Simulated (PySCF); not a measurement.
Cd(GeH3)2, SMILES [GeH3][Cd][GeH3] (H6CdGe2) (CAM-B3LYP/def2-SVP optimised geometry):

```
9

Cd    -0.325    -0.136     0.000
Ge    -1.300     2.230     0.000
H     -2.173     2.505     1.241
H     -0.206     3.316    -0.012
H     -2.193     2.497    -1.228
Ge     0.651    -2.502     0.000
H      0.215    -3.316     1.235
H      0.215    -3.316    -1.235
H      2.193    -2.502     0.000
```

Method: PySCF with CAM-B3LYP/def2-TZVP, def2 effective core potentials past Kr.

Problem. What are the frontier orbital energies and the dipole moment?

Solution. HOMO-2 -10.67 eV, HOMO-1 -10.15 eV, HOMO -7.85 eV, LUMO -0.50 eV, LUMO+1 -0.50 eV; dipole moment 0.00 D.

On the same geometry PBE/def2-TZVP, def2 effective core potentials past Kr (PySCF) gives HOMO-2 -8.04 eV, HOMO-1 -7.79 eV, HOMO -5.83 eV, LUMO -1.95 eV, LUMO+1 -1.95 eV; dipole moment 0.00 D.
